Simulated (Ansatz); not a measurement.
Stepwise reaction of `NB(N)Br` with methanol, as a gas-phase model of exchange steps in deposition or etching. ΔE in kJ/mol.

Isolated molecules relaxed with PBE0-D4/def2-TZVP in Ansatz; ΔE leaves out vibrations. CCSD(T)/CBS adds triple-zeta CCSD(T) − MP2 to the extrapolated MP2 energy (def2 sets, frozen cores). This one scheme is used for every species. Functionals use def2-TZVPP. B3LYP here is the variant with VWN-RPA as its local correlation; programs differ in this. For Br outer-core shells are correlated without core-valence functions, which leaves a few kJ/mol of doubt a bond. Scalar relativity is left out up to krypton. Each species was taken in one conformer, which may not be the lowest.

| step | reaction | PBE-D4 | B3LYP-D4 | ωB97M-V | CCSD(T)/CBS |
| --- | --- | --- | --- | --- | --- |
| 1 | `NB(N)Br` + CH₃OH → `COB(N)Br` + NH₃ | -27.7 | -30.3 | -29.6 | -30.9 |
| 2 | `COB(N)Br` + CH₃OH → `COB(Br)OC` + NH₃ | -18.8 | -22.1 | -21.7 | -23.5 |

(1) By hand: ΔE of the 2 steps together at CCSD(T)/CBS.

Results:

(1) (-30.9) + (-23.5) = -54.4 kJ/mol, or -27.2 kJ/mol a step.

In ΔE each step is higher than the one before. All are downhill at CCSD(T)/CBS. PBE-D4 differs from CCSD(T)/CBS by 3.2 to 4.7 kJ/mol a step. Isolated molecules leave out the surface, adducts and barriers. Largest T1 diagnostic: 0.011.
